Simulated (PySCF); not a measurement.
## Bonding in `CS(=O)(=O)CCC(=O)[O-]`

C4H7O4S (charge -1).
Atom-mapped SMILES: `[CH3:1][S:2](=[O:3])(=[O:4])[CH2:5][CH2:6][C:7](=[O:8])[O-:9]` (hydrogens: H10, H11, H12 on C1; H13, H14 on C5; H15, H16 on C6)

Geometry (GFN2-xTB, Å), atoms numbered from 1 in this order:
```
atom  x, y, z in Å
C1     1.6314    0.3382    1.0880
S2     1.2739    0.1688   -0.6779
O3     2.2682   -0.7134   -1.2661
O4     1.2094    1.4907   -1.2705
C5    -0.3429   -0.6395   -0.7801
C6    -1.4058    0.2288   -0.1485
C7    -1.7905   -0.2396    1.3305
O8    -0.9084   -0.8740    1.9350
O9    -2.9133    0.0868    1.7092
H10    1.7097    1.3906    1.3227
H11    2.5541   -0.1866    1.2929
H12    0.7855   -0.1246    1.6093
H13   -0.5056   -0.8442   -1.8362
H14   -0.2084   -1.5706   -0.2308
H15   -1.0425    1.2570   -0.0801
H16   -2.3225    0.2404   -0.7412
```

Bond orders from the PBE0/pcSseg-1 density (PySCF). One conformer (not necessarily the lowest) at the GFN2-xTB geometry, without solvent, vibrations or thermal averaging. The pcSseg-1 basis has no diffuse functions, a weakness for an anion.

Question: Where do the orders between heavy atoms depart from those drawn in the SMILES?

Answer: The largest departure is 0.814, at C7–O9 (drawn single, 1.814). Drawn single, order above 1.12: C7–O9 (1.814). Drawn double or triple, more than 0.30 short of the drawn order: S2–O3 (1.677), S2–O4 (1.682) and C7–O8 (1.605). The SMILES, with its formal charges, is one Lewis structure only.

Question: Set the Mayer orders of the bonds beside their lengths.

Answer: 
```csv
bond,drawn as,length (Å),Mayer order
C1–S2,single,1.810,0.893
S2–O3,double,1.453,1.677
S2–O4,double,1.450,1.682
S2–C5,single,1.810,0.885
C5–C6,single,1.511,0.964
C6–C7,single,1.598,0.884
C7–O8,double,1.243,1.605
C7–O9,single,1.229,1.814
C1–H10,single,1.081,0.946
C1–H11,single,1.081,0.949
C1–H12,single,1.096,0.865
C5–H13,single,1.088,0.934
C5–H14,single,1.089,0.916
C6–H15,single,1.093,0.941
C6–H16,single,1.092,0.956
```

Bonds between the same two heavy elements. C–S: all 2 within 0.02 of one another (0.885 to 0.893). O–S: all 2 within 0.02 of one another (1.677 to 1.682). C–C: lowest C6–C7 (0.884, 1.598 Å), highest C5–C6 (0.964, 1.511 Å). C–O: lowest C7–O8 (1.605, 1.243 Å), highest C7–O9 (1.814, 1.229 Å).

Question: Sum the orders of all bonds at each heavy atom with more than one neighbour and set the sums beside the valence in the SMILES.

Answer: C1 3.653 (drawn 4), S2 5.137 (drawn 6), C5 3.699 (drawn 4), C6 3.745 (drawn 4), C7 4.303 (drawn 4). Orders between atoms that aren't bonded are not in these sums.

For a closed shell the Mayer order of atoms A and B is Σ (PS)μν (PS)νμ over the basis functions μ on A and ν on B, with P the density and S the overlap matrix.

These values come from a run that also computed NMR shieldings. On Arm Neoverse V2, one thread, no GPU, shared host with 96 logical CPUs at a one-minute load of 40, this took 32 s of wall time (with the writing of density and orbital grids) and 0.83 GiB of memory at its peak.
